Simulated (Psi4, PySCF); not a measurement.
Psi4 was given this input:
```
memory 2 GB

molecule mol {
-1 2
  Al   -0.000055   -0.018048    0.009502
  I    -2.214325   -1.527828   -0.069272
  I     0.007225    2.350478   -1.237457
  I     2.207113   -0.818222    1.304398
}

set basis sto-3g
set reference uks
set scf_type pk
set puream true
set d_convergence 1e-8
set dft_radial_points 99
set dft_spherical_points 590

energy('wb97m-v')
print_variables()
```

Write the same job for PySCF.

One answer among several that fit: 
```python
from pyscf import gto, scf, dft

mol = gto.Mole()
mol.atom = '''
    Al   -0.00005548   -0.01804802    0.00950175
    I    -2.21432464   -1.52782833   -0.06927200
    I     0.00722505    2.35047760   -1.23745696
    I     2.20711320   -0.81822240    1.30439834
'''
mol.basis = 'sto-3g'
mol.charge = -1
mol.spin = 1
mol.verbose = 4
mol.build()

mf = dft.UKS(mol)
mf.xc = 'wb97m_v'
mf.grids.atom_grid = (99, 590)
mf.grids.prune = None
mf.kernel()
```

Both were run: Psi4 gave -20798.505548 Eh and PySCF -20798.504641 Eh, 0.907 mEh apart.
